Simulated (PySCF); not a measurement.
MgF, SMILES [F][Mg+], charge +1. Atoms are numbered in the order given.

```xyz
2

Mg     0.0000     0.0000    -0.7302
F      0.0000     0.0000     0.9737
```
Charge +1, spin multiplicity 1.

Geometry: r2SCAN-D4/def2-TZVPD. The spin state was assumed, not searched.

Level of theory: CAM-B3LYP/def2-TZVPD run with PySCF.

Mulliken values depend strongly on the basis, most of all with diffuse functions as here. ESP charges are fitted to the potential on shells at 1.4 to 2.0 van der Waals radii. Atomic charges (e):

```
atom    IAO  ESP fit  Mulliken
----  -----  -------  --------
Mg1    1.83     1.67      1.63
F2    -0.83    -0.67     -0.63
```
